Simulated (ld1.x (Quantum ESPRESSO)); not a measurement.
# Pseudopotential generation for Gd (Z = 64): ultrasoft, PBEsol, scalar-relativistic.

```
Element                 : Gd (Z = 64)
Generator               : ld1.x (Quantum ESPRESSO) 7.5
Type                    : ultrasoft
Functional              : PBEsol
Relativity              : scalar-relativistic
Frozen core             : [Kr] 4d10
Valence charge          : 18
Reference configuration : 4f7 5s2 5p6 5d1 6s2 6p0
Partial waves           : 5s (bound): rcut 1.85, rcutus 1.95 bohr; 6s (bound): rcut 1.85, rcutus 1.95 bohr; 5p (bound): rcut 2.05, rcutus 2.50 bohr; 6p (bound, empty): rcut 2.05, rcutus 2.50 bohr; 5d (bound): rcut 3.40, rcutus 3.85 bohr; 5d channel at 2.65 Ry: rcut 3.40, rcutus 3.85 bohr; 4f (bound): rcut 0.65, rcutus 0.80 bohr; 4f channel at 0.05 Ry: rcut 0.65, rcutus 0.80 bohr
Local potential         : all-electron potential smoothed inside 0.60 bohr (lloc = -2)
Core correction         : a·sin(br)/r model core inside 0.50 bohr
Augmentation charge     : PSQ, radius 0.70 bohr
```

All-electron outer shells of the reference configuration (PBEsol, scalar-relativistic, ld1.x):

| shell | level (eV) | outermost node (bohr) | outermost maximum (bohr) |
| --- | --- | --- | --- |
| 4p | -276.08 | 0.29 | 0.54 |
| 4d | -147.59 | 0.27 | 0.56 |
| 5s | -49.77 | 0.65 | 1.20 |
| 5p | -27.28 | 0.70 | 1.35 |
| 4f | -8.73 | – | 0.56 |
| 6s | -4.15 | 1.60 | 3.37 |
| 5d | -2.56 | 0.79 | 1.97 |
| 6p | -1.31 | 1.92 | 4.55 |

Is a potential produced?

No. ld1.x (Quantum ESPRESSO) 7.5 stopped with "chargeps: negative rho": the spherical valence density built from the smooth waves and the augmentation charge turned negative at some radius.
